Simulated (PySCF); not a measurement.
# Heteronuclear NMR

Geometry:
| atom | x (Å) | y (Å) | z (Å) |
| --- | --- | --- | --- |
| C1 | -0.001 | 1.583 | 0.698 |
| C2 | -0.040 | 0.233 | 0.084 |
| C3 | -1.113 | -0.533 | -0.327 |
| C4 | -2.562 | -0.201 | -0.253 |
| F5 | -2.940 | 0.113 | 1.039 |
| C6 | -0.527 | -1.712 | -0.833 |
| N7 | 0.778 | -1.663 | -0.745 |
| N8 | 1.085 | -0.477 | -0.182 |
| Si9 | 2.780 | -0.115 | 0.106 |
| H10 | 0.318 | 2.325 | -0.036 |
| H11 | -0.988 | 1.854 | 1.063 |
| H12 | 0.702 | 1.606 | 1.529 |
| H13 | -3.173 | -1.054 | -0.561 |
| H14 | -2.811 | 0.677 | -0.862 |
| H15 | -1.016 | -2.568 | -1.255 |
| H16 | 3.481 | -1.251 | -0.463 |
| H17 | 3.062 | 1.156 | -0.566 |
| H18 | 2.957 | 0.034 | 1.552 |

Computational details: coordinates at the GFN2-xTB level, NMR shieldings at PBE0/pcSseg-1/GIAO, in PySCF (relativity neglected, in vacuum, one computed conformer, rapidly exchanging positions averaged).

**Question.** Predict the ¹⁹F NMR data.

**Answer.** 
```
atoms                environment  σ (ppm)  δ (ppm)
   F5  fluorine on an sp3 carbon    415.8   -214.6
```

Shieldings were converted by a linear fit to measured shifts: ¹⁹F (scatter 6.0 ppm rms, 7.0 ppm with the 5 outliers that the fit left out vs CFCl3, solution or neat liquid, with a term for F on sp3 carbon). Occasional misses reach two or three times the rms, and more in compound classes unlike the fitted ones.

On a 400 MHz spectrometer ¹⁹F resonates near 376.4 MHz, so 1 ppm is 376.4 Hz.

**Question.** What are the ²⁹Si shifts?

**Answer.** 
| atoms | environment | σ (ppm) | δ (ppm) |
| --- | --- | --- | --- |
| Si9 | silicon bonded to N, 3 H | 398.8 | -47.8 |

Shieldings were converted by a linear fit to measured shifts: ²⁹Si (scatter 8.9 ppm rms, 25.8 ppm with the 6 outliers that the fit left out vs TMS, solution or neat liquid). Occasional misses reach two or three times the rms, and more in compound classes unlike the fitted ones.

On a 600 MHz spectrometer ²⁹Si resonates near 119.2 MHz, so 1 ppm is 119.2 Hz.

**Question.** Predict the ¹⁵N NMR data.

**Answer.** 
```json
{"atoms": "N7", "environment": "pyridine-type nitrogen of an azole", "σ (ppm)": "-90.3", "δ (ppm)": "-64.9"}
{"atoms": "N8", "environment": "pyrrole-type ring nitrogen", "σ (ppm)": "41.6", "δ (ppm)": "-186.4"}
```

Shieldings were converted by a linear fit to measured shifts: ¹⁵N: δ = -148.07 − 0.921σ (rms 6.3 ppm, 71 shifts vs CH3NO2, solution or neat liquid). Occasional misses reach two or three times the rms, and more in compound classes unlike the fitted ones.

On a 400 MHz spectrometer ¹⁵N resonates near 40.5 MHz, so 1 ppm is 40.5 Hz.
